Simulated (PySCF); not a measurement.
Compound: C7H11FSi.
Atom-mapped SMILES: `[CH3:1][CH:2]([CH3:3])[C:4]1=[CH:5][SiH2:6][CH:7]=[C:8]1[F:9]`

Cartesian coordinates in Å at the PBE0-D3(BJ)/def2-SVP level; atoms count from 1:
```
atom  x, y, z in Å
C1    -2.1055    0.3683   -1.0435
C2    -1.1770   -0.5087   -0.2179
C3    -1.6373   -0.5860    1.2423
C4     0.2627   -0.0686   -0.2853
C5     0.7412    1.1278   -0.6938
Si6    2.6031    1.1074   -0.4945
C7     2.6131   -0.6382    0.1558
C8     1.3245   -1.0146    0.1640
F9     0.9089   -2.2222    0.5471
H10   -1.7832    0.4243   -2.0940
H11   -2.1448    1.3946   -0.6445
H12   -3.1303   -0.0316   -1.0212
H13   -1.2095   -1.5348   -0.6266
H14   -0.9964   -1.2540    1.8346
H15   -2.6688   -0.9661    1.3018
H16   -1.6140    0.4131    1.7055
H17    0.0865    1.9214   -1.0572
H18    3.1097    2.1216    0.4798
H19    3.3509    1.2751   -1.7779
H20    3.4142   -1.3071    0.4699
```

NICS is the negative of the GIAO shielding at a point without a nucleus: at the ring centre (0) and 1 Å above and below it (1); zz is the component along the ring normal. Level: GIAO PBE0/pcSseg-1 (PySCF, non-relativistic, gas phase) on the PBE0-D3(BJ)/def2-SVP geometry, one conformer.

Ring bond lengths (Å), with Mayer bond orders in brackets: C4–C5 1.352 (1.84), C5–Si6 1.873 (0.89), Si6–C7 1.863 (0.90), C7–C8 1.342 (1.84), C8–C4 1.491 (1.00).

Task: Give the NICS values of each ring in ppm.

Result: 
```csv
ring,type,NICS(0),"NICS(1), two faces","NICS(1)zz, two faces",rms pucker (Å),"centre to ring atoms, mean (Å)"
C4–C5–Si6–C7–C8,"5-membered ring with Si; formal bonds 2 double, 3 single",-1.9,-2.4 / -2.4,0.5 / 1.1,0.00,1.34
```

Task: What do they say, and how far can they be read as aromaticity?

Result: 
- C4–C5–Si6–C7–C8: mean NICS(1)zz 0.8 ppm, near zero. Si6 has four or more neighbours, so the value isn't read as a sign of a π ring current.

Task: How do the values depend on the level or the medium?

Result: 
| level | NICS(0), C4–C5–Si6–C7–C8 | mean NICS(1)zz, C4–C5–Si6–C7–C8 |
| --- | --- | --- |
| PBE0/pcSseg-1, gas | -1.9 | 0.8 |
| wB97X-D/pcSseg-1, gas | -1.6 | 1.1 |

The geometry is the same throughout.
